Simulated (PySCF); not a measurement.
# Bromine: a sound run and one with changed settings

Sound run: Br [Ar] 3d10 4s2 4p5, Br⁺ [Ar] 3d10 4s2 4p4. Computed with PySCF 2.14 in x2c-TZVPall (6s5p4d1f, 48 functions), with the spin-free X2C one-electron Hamiltonian (Gaussian nucleus). The sound run starts from symmetry-adapted Hartree-Fock orbitals and uses a fine grid where one is needed.

Changed run: radial step 0.3 in ln r (0.13 in the sound run). This setting is unsound on purpose.

```tsv
species	method	sound run (hartree)	changed run (hartree)	converged
Br	UHF	-2604.41488	-2604.41488	yes
Br	BP86	-2606.54102	-2606.54267	yes
Br	LDA	-2602.47800	-2602.47767	yes
Br⁺	UHF	-2604.02086	-2604.02086	yes
Br⁺	BP86	-2606.10201	-2606.10365	yes
Br⁺	LDA	-2602.03416	-2602.03383	yes
```

Ionisation energy of Br:

| method | sound run (eV) | changed run (eV) |
| --- | --- | --- |
| UHF | 10.722 | 10.722 |
| BP86 | 11.946 | 11.946 |
| LDA | 12.077 | 12.077 |

A coarse radial grid mis-integrates the density and the exchange-correlation energy, with errors of either sign; Hartree-Fock needs no grid.

For comparison, NIST gives 11.814 eV between the lowest levels.
